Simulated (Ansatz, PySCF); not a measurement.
The molecule LiAl, closed-shell singlet (the spin of the measured ground state).

Constants: fifth-degree fit in 1/R to seven points, most abundant isotopes. Runs in def2 and cc sets follow the lowest solution found near the PBE0 minimum. The singlet is held restricted. HF and MP2 rows in def2 and cc sets belong to the determinant that coupled cluster picked by its CCSD energy.

Correlated levels freeze the inner cores; with def2 sets outer-core shells near the valence are correlated too. CBS: X⁻³ extrapolation of the correlation energy, Hartree–Fock from the larger set. Rows in 6-31G* carry no dispersion term and start afresh at each structure (6-31G* with six Cartesian d functions). MP2/6-31G* freezes PySCF's default core, which is smaller on s-block atoms.

Run with Ansatz (a program for electronic structure) with Gaussian orbitals; PySCF for 6-31G* rows. 

D_e counts from each atom's lowest state at the same level, without counterpoise or zero-point energy.

```
level                                          r_e (Å)  ω_e (cm⁻¹)  ω_e x_e (cm⁻¹)  D_e (eV)  dipole (D)
---------------------------------------------  -------  ----------  --------------  --------  ----------
HF/aug-cc-pV(5+d)Z                               2.921         314             1.6         -           -
PBE0/def2-TZVPP                                  2.900         306             1.7      0.86        2.85
MP2/6-31G*                                       2.885           ?             1.9         -        3.73
SCS-MP2/aug-cc-pV(T+d)Z                          2.890         315             1.8         -           -
CCSD/aug-cc-pV(5+d)Z                             2.859         316             2.1         -           -
CCSD(T)/def2-TZVPP                               2.873         306             2.1      0.96           -
CCSD(T)/def2-QZVPP                               2.845         314             2.2      1.03           -
CCSD(T)/CBS(aug-cc-pV(Q+d)Z, aug-cc-pV(5+d)Z)        ?           ?             2.1         -           -
```

Task: What belongs in the gaps?

Result: 
- CCSD(T)/CBS(aug-cc-pV(Q+d)Z, aug-cc-pV(5+d)Z), r_e (Å): 2.857
- CCSD(T)/CBS(aug-cc-pV(Q+d)Z, aug-cc-pV(5+d)Z), ω_e (cm⁻¹): 313
- MP2/6-31G*, ω_e (cm⁻¹): 324

Measured for the ground state: ω_e 318.3 cm-1, ω_e x_e 4.06 cm-1 [NIST CCCBDB].

Doubts at one or more of the structures used: a restricted determinant that unrestricted orbitals would lower (HF/aug-cc-pV(5+d)Z, SCS-MP2/aug-cc-pV(T+d)Z, CCSD/aug-cc-pV(5+d)Z, CCSD(T)/def2-TZVPP, CCSD(T)/def2-QZVPP, CCSD(T)/CBS(aug-cc-pV(Q+d)Z, aug-cc-pV(5+d)Z)).
